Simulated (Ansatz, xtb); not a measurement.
# Two isomers of CHCl2F2Ge

We compare I, `[F][Ge]([F])([Cl])[CH]Cl`, a doublet, with II, `F[CH][Ge]([F])([Cl])[Cl]`, a doublet. Both are isolated molecules in the gas phase, relaxed with PBE0-D3(BJ)/def2-SVP; the shapes shown needn't be the lowest conformers.

I (Å):

```xyz
7

C    -0.9161    0.5300   -0.0254
Cl   -0.6811   -0.1104   -3.3303
Cl   -0.6317   -1.0802    0.4041
F    -3.2817    0.7426   -1.8900
F    -1.3530    2.6629   -2.0060
Ge   -1.5824    0.9773   -1.7505
H    -0.6868    1.2884    0.7290
```

II (Å):

```xyz
7

C    -1.8010    1.8161   -1.2255
Cl   -1.3572   -1.2036   -2.6874
Cl   -1.3578   -0.8987    0.7458
F    -3.1189    1.8703   -1.2307
F     0.7565    0.4661   -1.1051
Ge   -0.9342    0.1227   -1.0750
H    -1.2862    2.7798   -1.3103
```

Estimate which is lower in electronic energy at CCSD(T)/def2-SVP + ΔMP2/def2-TZVPP, and by roughly how much.

The CCSD(T)/def2-SVP + ΔMP2/def2-TZVPP calculation puts structure I lower, by 37.6 kJ/mol.

Level by level:

| level | geometry | E(II) − E(I) (kJ/mol) | departure from the last row (kJ/mol) | job, with rough time for the two |
| --- | --- | --- | --- | --- |
| GFN2-xTB | GFN2-xTB | +5.0 | −32.6 | optimisation, 0.34 s |
| HF/STO-3G | GFN2-xTB | −126.7 | −164.4 | single point, 1.2 s |
| r2SCAN-D4/def2-SVP | GFN2-xTB | +14.6 | −23.1 | single point, 11 s |
| PBE0-D3(BJ)/def2-SVP | PBE0-D3(BJ)/def2-SVP | +13.7 | −23.9 | optimisation, 2.9 min |
| HF/def2-SVP | PBE0-D3(BJ)/def2-SVP | +11.9 | −25.7 | part of the CCSD(T) run |
| MP2/def2-SVP | PBE0-D3(BJ)/def2-SVP | +35.3 | −2.4 | part of the CCSD(T) run |
| CCSD(T)/def2-SVP | PBE0-D3(BJ)/def2-SVP | +31.1 | −6.5 | single point |
| CCSD(T)/def2-SVP + ΔMP2/def2-TZVPP | PBE0-D3(BJ)/def2-SVP | +37.6 |  | single point, 3.2 min |

As drawn, II has 1 C–F, 1 Cl–Ge in place of 1 F–Ge, 1 C–Cl.

HF/STO-3G puts the two in the other order. The largest departure from CCSD(T)/def2-SVP + ΔMP2/def2-TZVPP is that of HF/STO-3G, 164.4 kJ/mol. The last row adds to CCSD(T) the change of the MP2 difference between the two basis sets, here +6.5 kJ/mol.

With harmonic frequencies from PBE0-D3(BJ)/def2-SVP (ideal gas, rigid rotor, one conformer each, 400 K, 1 atm): on the last row, ΔE + ΔZPE = +37.8 kJ/mol. A mode under 50 cm⁻¹ makes harmonic enthalpies and free energies unreliable, so none is given.

Open shells are spin-unrestricted. The correlated steps freeze 22 core orbitals; the filled d shell of Ge is correlated, in a basis made for valence electrons. Run with Ansatz 0.2.0, xtb 6.7.1; the last row on 2 threads of Arm Neoverse V1 on a shared host.
